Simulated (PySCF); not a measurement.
# A small calculation by hand: dipole moment from atomic charges

B(H)(Br)(Me) (CH₄BBr), SMILES BrBC. Atoms are numbered in the order given.

```xyz
7

B     -0.6444     1.0000     0.0000
H     -1.8346     1.0745     0.0000
Br     0.0557    -0.7789     0.0000
C      0.2798     2.2393     0.0000
H      1.3475     2.0227     0.0000
H      0.0397     2.8638     0.8696
H      0.0397     2.8638    -0.8696
```

Geometry optimised at PBE0-D3(BJ)/def2-TZVP.

Charges (e) from PBE/def2-TZVPD in PySCF:

| atom | IAO | ESP fit |
|---|---|---|
| B1 | 0.049 | 0.316 |
| H2 | 0.022 | -0.100 |
| Br3 | -0.004 | -0.143 |
| C4 | -0.598 | -0.487 |
| H5 | 0.163 | 0.120 |
| H6 | 0.184 | 0.147 |
| H7 | 0.184 | 0.147 |

The dipole moment of the full density is 1.37 D.

### Question
What dipole moment does each set of point charges give, and which comes closer to that of the density?

### Answer

μ = Σ q r, and 1 e Å = 4.8032 D.
IAO: Σ q r = (-0.005, 0.120, 0.000) e Å, |μ| = 0.58 D.
ESP fit: Σ q r = (0.009, 0.314, 0.000) e Å, |μ| = 1.51 D.
ESP fit comes closer in size. Point charges leave out the atoms' own dipoles (lone pairs, polarised bonds); fits to the potential absorb them, partitions of the density don't.
